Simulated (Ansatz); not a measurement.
Input file for Ansatz (an electronic-structure program): R-wB97M-V/def2-TZVPP on H3NSeTe (SMILES N[Te][SeH]), a point of a torsion scan. Elements past Kr take the def2 small-core potentials; no spin–orbit coupling.

Ansatz 0.2 input:
```yaml
crystal:
  periodic: [false, false, false]
  atoms:
    - {symbol: N, position_ang: [-1.15983727, 0.23081265, -0.11072784]}
    - {symbol: Te, position_ang: [0.06106236, -0.90065243, 1.07534812]}
    - {symbol: Se, position_ang: [2.05801333, -0.53912741, -0.37858690]}
    - {symbol: H, position_ang: [-1.86610178, -0.32120983, -0.57769795]}
    - {symbol: H, position_ang: [-1.63550448, 0.94205726, 0.42624634]}
    - {symbol: H, position_ang: [2.13093450, 0.89805781, -0.27773971]}
basis:
  gaussian:
    orbitals: def2-TZVPP
hamiltonian:
  xc: {name: wB97M-V}
scf: {lower_state_search: off}
```

The head of its log:

```
WARN ansatz: RAYON_NUM_THREADS=1 ignored (pool sized by the plan → 1); use --threads N
Functional definition: wB97M-V
these checks for a lower state are left out or cut short: stability, starts, cluster_reference, orbital_swaps, neighbouring_geometries, increment
integrals: 0.12 GiB planned
1138 factors; their error is unknown
integrals: 0.16 GiB planned
232 factors; integrals over basis functions are off by at most 3.1e-5 eV
mean field: 1.08 GiB planned
mean field evaluation 1: about -74173.4056 eV, gradient 4.6e1 eV
mean field evaluation 2: about -74171.2744 eV, gradient 5.5e1 eV
```

Problem. What total energy does the run end on?

Solution. -2725.9815 hartree.
